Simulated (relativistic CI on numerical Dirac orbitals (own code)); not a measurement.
# One change at a time: Tm¹⁶⁺

Base calculation: Dirac-Coulomb-Breit CI, KLI orbitals optimised for each configuration, model QED (radiative potential, 1s self-energy scaled to tabulated hydrogen-like ionisation energies), unscaled Slater integrals.

CI space (outside the closed core [Ar] 3d10 4p6 4d10): 4s2 4f7, 4s2 4f6 5s, 4s2 4f5 5s2, 4s2 4f6 6s, 4f9. Levels of other configurations are missing.

The lowest level and the first level of each name with at least 55 % of one term (blank where a level has no safe partner in the second run):

```csv
Level,Base (cm⁻¹),Shift (cm⁻¹)
4s2 4f7 8S°_7/2,0.0,0.0
4s2 4f7 6P°_7/2,57456.9,+31.4
4s2 4f7 6P°_5/2,59343.9,+15.8
4s2 4f7 6P°_3/2,61030.1,+3.0
4s2 4f7 6I°_7/2,63565.1,+20.4
4s2 4f7 6I°_17/2,64518.6,+2.3
4s2 4f7 6I°_9/2,64670.2,+8.5
4s2 4f7 6I°_11/2,65501.2,-0.6
4s2 4f7 6I°_15/2,65719.3,-6.3
4s2 4f7 6I°_13/2,65902.7,-5.6
4s2 4f7 6D°_9/2,72516.8,+9.8
4s2 4f7 6D°_7/2,75481.2,-10.4
4s2 4f7 6D°_1/2,75597.9,-15.1
4s2 4f7 6D°_3/2,76292.5,-20.5
4s2 4f7 6D°_5/2,76557.3,-21.2
4s2 4f6 5s 8F_1/2,80438.8,-1815.7
4s2 4f6 5s 8F_3/2,81969.6,-1828.3
4s2 4f6 5s 8F_5/2,84080.0,-1842.9
4s2 4f6 5s 8F_7/2,86491.5,-1856.7
4s2 4f6 5s 8F_9/2,89032.2,-1868.9
4s2 4f6 5s 8F_11/2,91591.4,-1878.9
4s2 4f6 5s 8F_13/2,94082.1,-1886.5
```

At this charge transitions that keep the count of f electrons are usually good to a few per cent. Terms inside the open d or f shell come out 10 to 20 % too wide with unscaled integrals. Levels that differ in their count of f electrons can be misplaced by several ten thousand cm⁻¹, since the correlation energy of f electrons is missing or only estimated; rates across such gaps can be off by orders of magnitude.

(1) One thing was changed in a second run, which moved the levels as shown. Which?
A. QED terms removed
B. Breit term removed
C. configuration mixing switched off
D. one mean potential for all configurations

Answers

(1) A. QED terms removed. QED shifts follow the density of s (and p1/2) electrons at the nucleus, so configurations move by their count of such electrons; where none moves, the smaller shifts of p3/2 electrons and of j = l + 1/2 against j = l − 1/2 set the pattern.

LS names give the leading component of a level, which can be under half, so a name can repeat, a term be missing and a line seem to break the LS rules.
